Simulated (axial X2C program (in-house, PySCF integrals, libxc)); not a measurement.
**BSe⁺ along the bond: M06, with spin–orbit coupling**

All values were computed with an axial X2C code built on PySCF integrals. Two-component (2c) means X2C with spin–orbit coupling and atomic mean-field two-electron Coulomb and Gaunt terms. Basis: Se dyall-cv3z [8s9p6d4f1g], B dyall-v3z [7s6p2d1f] (cores contracted in-house); Gaussian nuclei, density fitting, unrestricted open shells. Masses: Se 79.917 u, B 11.009 u.

State: Ω = 2 (⟨Sz⟩ = 1.00, ⟨Lz⟩ = 1.00 at M06). Dipoles are positive if B is the positive end and refer to the centre of mass.

| R (Å) | μ (D) | HOMO (eV) | LUMO (eV) |
| --- | --- | --- | --- |
| 1.605 | 1.655 | -15.12 | -13.35 |
| 1.679 | 1.957 | -15.21 | -13.04 |
| 1.734 | 2.190 | -15.26 | -12.82 |
| 1.790 | 2.427 | -15.23 | -12.61 |
| 1.845 | 2.664 | -15.06 | -12.40 |
| 1.910 | 2.939 | -14.83 | -12.18 |
| 1.974 | 3.207 | -14.61 | -11.98 |
| 2.057 | 3.539 | -14.35 | -11.74 |
| 2.159 | 3.923 | -14.06 | -11.48 |
| 2.306 | 4.458 | -13.70 | -11.46 |

(1) The minimum lies at 1.841 Å. What is the dipole moment there?

The state is one determinant whose occupation by symmetry is held fixed; it was picked as the lowest of a PBE0 search that is not exhaustive. Density functionals use the spin component along the axis (collinear). PBE0 can misorder states that lie within some tenths of an eV, so this need not be the ground state of the molecule. The nearest other spin-free determinant of the search, M_S = 0, Λ = 1, lies 0.10 eV up at the distance of the search. The functionals have no current-density term, which raises determinants with orbital currents, atoms included. With several unpaired electrons one determinant need not be a pure state. A state of lower Ω lies just above, and one determinant can place such states too high, so the state shown need not be the lowest. The search has Ω = 1 only 0.11 eV up. Open-shell Ω = 0 determinants with evenly filled partner blocks cannot be reached by this program, so the Ω shown need not be the lowest component.

Answers

(1) At M06, 2c, with the sign and origin stated: μ = 2.65 D.
